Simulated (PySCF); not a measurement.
UHF on Rh⁺ (rhodium, charge +1)

Configuration: [Kr] 4d7 5s1, 5s spin antiparallel (an excited configuration). Computed with PySCF 2.14 in x2c-QZVPPall (13s8p7d4f2g, 118 functions), with scalar relativity by spin-free X2C-1e.

```
Total energy                        : -4780.933285 hartree
One-electron energy                 : -6576.1408 hartree
Hartree (Coulomb) energy            : 1932.5881 hartree
Exchange energy                     : -137.3806 hartree
⟨S²⟩                                : 3.0072
⟨L²⟩                                : 12.054
Sum of ⟨r⟩                          : 29.57 bohr
Sum of ⟨r²⟩                         : 41.70 bohr²
Langevin diamagnetic susceptibility : -33.0 ×10⁻⁶ cm³/mol
```

```tsv
shell	electrons	mean orbital energy (eV)	spread (eV)	rms radius, mean of both spins (bohr)
1s β	1	-23353.9	0	0.0374
1s α	1	-23353.8	0	0.0374
2s α	1	-3478.4	0	0.154
2s β	1	-3477.5	0	0.154
2p α	3	-3113.0	0	0.137
2p β	3	-3112.1	0	0.137
3s α	1	-666.86	0	0.415
3s β	1	-666.54	0	0.415
3p α	3	-543.44	0	0.419
3p β	3	-542.94	0	0.419
3d α	5	-346.19	0.307	0.403
3d β	5	-344.91	1.147	0.403
4s α	1	-115.53	0	1.05
4s β	1	-110.59	0	1.05
4p α	3	-78.706	0	1.16
4p β	3	-72.106	0	1.16
4d α	5	-24.372	1.160	1.58
4d β	2	-22.048	0	1.58
5s β	1	-14.033	0	3.27
```

With the s spin flipped the determinant is a mixture of two multiplicities, not a spectroscopic state.

Densities and radii are taken from the X2C orbitals without a picture-change correction, which distorts them close to the nucleus.

Spin-orbit constants ζ (cm⁻¹) from the X2C one-electron operator on these orbitals: bare nucleus, nucleus screened by l(l+1)(2l+1)/3 electrons, and screened by the Breit-Pauli mean field of the electrons.

```
shell    bare  screened nucleus  mean field
   2p  781900            747200         n/a
   3p  136300            130300         n/a
   3d   19820             15410         n/a
   4p   19900             19010         n/a
   4d    1767              1375         n/a
```
